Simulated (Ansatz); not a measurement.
Basis-set extrapolation for C2H8Si2, SMILES `[SiH3]/C=C\[SiH3]` (PBE0-D4/def2-TZVP geometry, frozen core, Ansatz). Multiplicity 1, RHF reference.

```json
{"": "HF", "def2-TZVPP": "-658.277178", "def2-QZVPP": "-658.298886"}
{"": "MP2 correlation", "def2-TZVPP": "-0.580225", "def2-QZVPP": "-0.619095"}
{"": "CCSD(T) correlation", "def2-TZVPP": "-0.666828", "def2-QZVPP": "not run"}
```

Energies in hartree. Use E(X) = E(∞) + A·exp(−7.88·√X) for Hartree–Fock and E(X) = E(∞) + B·X^(−2.97) for correlation, with X = 3 and 4, and add CCSD(T) minus MP2 of the smaller set to the MP2 limit.

**Question.** What is the CCSD(T) energy at the basis-set limit?

**Answer.** HF limit: -658.298886 + (-0.021708) × 0.13774 = -658.30188. MP2 limit: -0.619095 + (-0.038870) × 0.74074 = -0.64789. Higher-order term: -0.666828 − (-0.580225) = -0.08660. Total: -659.03637 hartree, 2.51 eV below CCSD(T)/def2-TZVPP.
